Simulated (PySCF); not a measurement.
A structure optimised at PBE-D3(BJ)/def2-SVP, used in a PySCF frequency run:

```
C
C 1 1.3425
H 2 1.1004 1 122.25
H 1 1.1012 2 121.63 3 -179.67
C 1 1.5009 4 116.37 2 -179.71
F 5 1.3684 1 111.41 4 -176.47
F 5 1.3722 6 108.15 1 -120.70
H 5 1.1167 6 107.75 7 -115.68
Cl 2 1.7283 3 114.12 1 -179.90
```

Problem. Write its SMILES and formula.

Solution. FC(F)/C=C/Cl, C3H3ClF2

Problem. What are its rotational constants (standard atomic weights)?

Solution. 8.2108, 1.1595, 1.0548 GHz
